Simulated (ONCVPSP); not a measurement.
**What one change does to a pseudopotential (Mn, ONCV)**

ONCVPSP 4.0.1 input, shortened (lines: element, Z, core and valence counts, functional; n l f; lmax; l rc ep ncon nbas qcut; lloc lpopt rc5 dvloc0; l nproj debl; icmod fcfact rcfact), PW91, fully relativistic:

```
  Mn 25.00    5    2  -109134      upf
    1    0    2.00
    2    0    2.00
    2    1    6.00
    3    0    2.00
    3    1    6.00
    3    2    5.00
    4    0    1.50
    2
    0    2.45    0.00    4    9    3.40
    1    2.00    0.04    4    7    3.50
    2    1.20    0.00    4    9   12.40
    2    5    1.20    0.00
    0    1    3.40
    1    1    3.60
    2    0    3.80
    3    1.75    1.70
```

Open shells are filled in proportion to 2j + 1.

Change: d: qcut 17.2.

Cutoffs: the cutoffs (Ha) at which the residual kinetic energy of the hardest occupied pseudo-wave falls to 1 and 0.1 mHa per electron; they do not see the model core or the augmentation charge, which bear on the density cutoff. Errors are all-electron minus pseudo energies relative to the spin-unpolarised reference configuration.

Task: How do hardness, ghosts and transferability respond?

Result: The potential gets harder (61 Ha and 68 Ha → 83 Ha and 98 Ha); both files keep a bound ghost (p, s); the lowest positive-energy flag moves from none to s at 12.4 eV; the number of tests that count goes from 4 to 2. The waves are optimised to have the least kinetic energy above qcut, so the cutoff follows it (qcut²/2 in Ha).

```csv
quantity,base,changed
"cutoff, loose",61 Ha,83 Ha
"cutoff, tight",68 Ha,98 Ha
loose cutoff by channel,"s 4.1 Ha, d 61 Ha","s 4.1 Ha, d 83 Ha"
bound ghosts,"s, p3/2, p1/2","s, p3/2, p1/2"
GHOST(+) flags under 300 eV,none,s at 12.4 eV
"largest miss of a reference level, eV",0.07,0.07
"tests counted (converged, no solver errors)",4 of 4,2 of 4
"error for 3d5 4s2, meV [ΔE -3.39 eV]",-3.8,-3.6
"error for 3d5 4s1, meV [ΔE 5.09 eV]",-8.6,-8.4
s: phases at 2.49 bohr within 0.05 rad from the reference energy up to (Ha; the scan ends near 5),0.5,0.3
p3/2: phases at 2.03 bohr within 0.05 rad from the reference energy up to (Ha; the scan ends near 5),0.7,0.5
p1/2: phases at 2.03 bohr within 0.05 rad from the reference energy up to (Ha; the scan ends near 5),0.8,0.6
d5/2: phases at 1.22 bohr within 0.05 rad from the reference energy up to (Ha; the scan ends near 5),2.3,3.1
d3/2: phases at 1.22 bohr within 0.05 rad from the reference energy up to (Ha; the scan ends near 5),2.3,3.0
"rms error of d²Exc/dni dnj with the model core, mHa",11.31,11.39
```

Base: These tests converged, but a pseudo level misses the all-electron one widely, so the file describes the atom poorly there or has found another state: 3d5 4s0 4p2: empty 4s by 12.6 eV. Changed file: Tests not counted: 3d5 4s0 (no result); 3d5 4s0 4p2 (no result). A true bound ghost makes a file unfit for plane-wave use even where its test errors are small: the radial tests pick states by their node count and pass the ghost by.
